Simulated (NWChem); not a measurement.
SnNH2Cl3; SMILES [Cl][Sn]([Cl])([Cl])[NH2]

```xyz
7

N     -0.2923    -0.0284     2.2028
Sn    -0.0193    -0.0015     0.2099
Cl    -1.1179     1.8514    -0.6609
Cl    -0.9230    -1.9518    -0.6733
Cl     2.2052     0.1203    -0.5012
H      0.1009     0.7959     2.6565
H      0.1165    -0.8578     2.6328
```
Atoms are numbered in this order, from 1.

Computed with NWChem. Geometry: optimised at PBE0/def2-SVP. No frequency run checked for a minimum. def2 effective core potentials on Sn; no spin-orbit coupling. B3LYP is NWChem's, with the RPA form of VWN correlation.

For level TPSSh/def2-SVP:

```yaml
highest occupied level (eV): -7.64
orbital gap (eV): 4.67
dipole (D): 2.88
```

**Question.** How do the values read with level B3LYP/def2-SVP instead?

**Answer.** highest occupied level (eV): -8.06
orbital gap (eV): 5.37
dipole (D): 2.76
